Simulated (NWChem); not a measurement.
System: BH$_{2}$Cl; SMILES BCl

Input file for NWChem:

```
start job
memory heap 200 mb stack 900 mb global 1100 mb
geometry units angstroms noautoz
  B      0.000000     0.000000     1.156693
  H      0.000000    -1.049465     1.717709
  H      0.000000     1.049465     1.717709
  Cl     0.000000     0.000000    -0.576386
end
basis spherical
  * library 6-31+g*
end
dft
  xc hfexch
  iterations 150
end
tddft
  cis
  nroots 6
end
task tddft energy
```

Structure relaxed at the PBE0-D3(BJ)/def2-TZVP level.

Vertical excitations in the gas phase.

Task: Predict the main results of this run. (Hartree-Fock/6-31+G* (spherical d), CIS.) Quantities: lowest excitation, singlet (eV); oscillator strength of that lowest state; lowest state with f > 0.02, singlet (eV); oscillator strength of that bright state; lowest triplet (eV); orbital gap (eV).

Result: 
```json
{
 "lowest excitation, singlet (eV)": "6.27",
 "oscillator_strength_of_that_lowest_state": "0.000",
 "lowest state with f > 0.02, singlet (eV)": "8.88",
 "oscillator_strength_of_that_bright_state": "0.148",
 "lowest triplet (eV)": "5.66",
 "orbital gap (eV)": "13.18"
}
```
